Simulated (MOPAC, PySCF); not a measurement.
H6AlISi2, SMILES `[SiH3][Al]([SiH3])[I]`, neutral singlet in the gas phase. 

Cartesian coordinates (Å):
SMILES: [SiH3][Al]([SiH3])[I]
```xyz
10

Si    -2.2302    -0.0377     0.0431
Al     0.1029     0.7209     0.1053
Si     2.1576    -0.6090    -0.0724
I      0.3973     3.1974     0.3135
H     -2.9003     0.4977    -1.1705
H     -2.9684     0.4603     1.2319
H     -2.3428    -1.5191     0.0141
H      2.0240    -1.9055     0.6423
H      2.4180    -0.9159    -1.5047
H      3.3361     0.1104     0.4693
```
Charge 0, spin multiplicity 1.

All levels are single points at this geometry (B3LYP-D3(BJ)/def2-TZVP); Pople sets use spherical d functions. Orbital energies aren't observables, and empty levels follow the basis.

SVWN5/6-31G* (LANL2DZ on I) in PySCF gives gap (eV) = 2.94.

Problem. Estimate the gap (eV) from each of these levels: B3LYP-D3(BJ)/def2-TZVP in PySCF; PBE-D3(BJ)/def2-TZVP in PySCF; B3LYP/6-311+G** (LANL2DZ on I) in PySCF; B3LYP/6-31G* (LANL2DZ on I) in PySCF; B3LYP/LANL2DZ in PySCF; BP86/6-31G* (LANL2DZ on I) in PySCF; M06-2X/6-31G* (LANL2DZ on I) in PySCF; HF/6-31G* (LANL2DZ on I) in PySCF; AM1 in MOPAC; PM3 in MOPAC; PM6 in MOPAC; PM7 in MOPAC.

Solution. 
```csv
level,gap (eV)
B3LYP-D3(BJ)/def2-TZVP in PySCF,4.34
PBE-D3(BJ)/def2-TZVP in PySCF,2.97
B3LYP/6-311+G** (LANL2DZ on I) in PySCF,4.37
B3LYP/6-31G* (LANL2DZ on I) in PySCF,4.39
B3LYP/LANL2DZ in PySCF,4.46
BP86/6-31G* (LANL2DZ on I) in PySCF,3.06
M06-2X/6-31G* (LANL2DZ on I) in PySCF,6.26
HF/6-31G* (LANL2DZ on I) in PySCF,9.69
AM1 in MOPAC,7.23
PM3 in MOPAC,5.09
PM6 in MOPAC,7.94
PM7 in MOPAC,5.21
```
